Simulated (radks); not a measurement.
The aluminium ion Al3+, [Ne]. Calculated with a radial shooting solver on a logarithmic mesh with Libxc functionals: non-relativistic Kohn-Sham, r2SCAN, spin-polarised, spherical densities, point nucleus; meta-GGA in the generalised Kohn-Sham scheme. Every spin shell is full or empty, so the densities are truly spherical. Functionals are evaluated on that one density, not self-consistently. Rank these orbital-free kinetic functionals by their error against the exact value of the orbitals, and give that value: Thomas-Fermi, von Weizsacker, TF + vW, TF + vW/9, TF + vW/5, LC94, APBEK, revAPBEK, Perdew 92, Pearson, LKT, PG1, DePristo-Kress, Ernzerhof.

Answer. Exact: 240.061 hartree. From best to worst, with 100 (|E| - |E exact|)/|E exact| (equal figures are ties): DePristo-Kress +0.17, LC94 +0.23, APBEK +0.36, Perdew 92 -0.37, TF + vW/9 -0.38, Ernzerhof +0.46, revAPBEK +0.77, Pearson -1.77, TF + vW/5 +5.43, Thomas-Fermi -7.64, PG1 +27.70, LKT +33.82, von Weizsacker -34.65, TF + vW +57.70.
